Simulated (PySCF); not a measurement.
## C²⁺: ionisation energy

C²⁺ [He] 2s2 (1S) → C³⁺ [He] 2s1 (2S), as a difference of total energies. All numbers are calculated (PySCF 2.14, the non-relativistic Hamiltonian (point nucleus), in aug-cc-pVQZ (6s5p4d3f2g, 80 functions)). Correlated levels: valence: 1s2 frozen. The calculations carry no spin-orbit coupling.

Task: Order these methods by the ionisation energy they give, lowest first.
A. SCS-MP2 (valence)
B. LDA
C. wB97M-V
D. r2SCAN

Result: D (46.614 eV), B (46.945 eV), C (47.165 eV), A (47.271 eV).

Errors of the correlated levels include the incompleteness of this basis and the frozen core.

MP2 underrates the near-degeneracy of ns² with np² in the lower species.

For comparison: 47.888 eV (measured; NIST Atomic Spectra Database, ionization energies).
